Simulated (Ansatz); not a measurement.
C3H6BCl, SMILES `ClC1BCC1`. Total charge 0; spin multiplicity 1.

```xyz
11

Cl    1.979    0.692   -0.564
C     0.884   -0.106    0.672
B    -0.039    1.130    0.358
C    -0.946    0.203   -0.566
C    -0.092   -1.004   -0.079
H     1.496   -0.426    1.509
H    -0.053    2.252    0.756
H    -0.933    0.391   -1.640
H    -1.993    0.150   -0.256
H    -0.639   -1.615    0.645
H     0.335   -1.667   -0.834
```

Task: Give the diagnostics of a CCSD(T)/def2-TZVPP run (frozen core, Ansatz 0.2.0). (An estimate is asked.)

Result: Computed: T1 = 0.0109, largest single amplitude 0.016, largest double 0.016, (T) share of the correlation energy 4.3 %, 9 CCSD cycles. The RHF solution is stable towards an unrestricted one. T1 lies under the customary mark of 0.02 for closed shells.
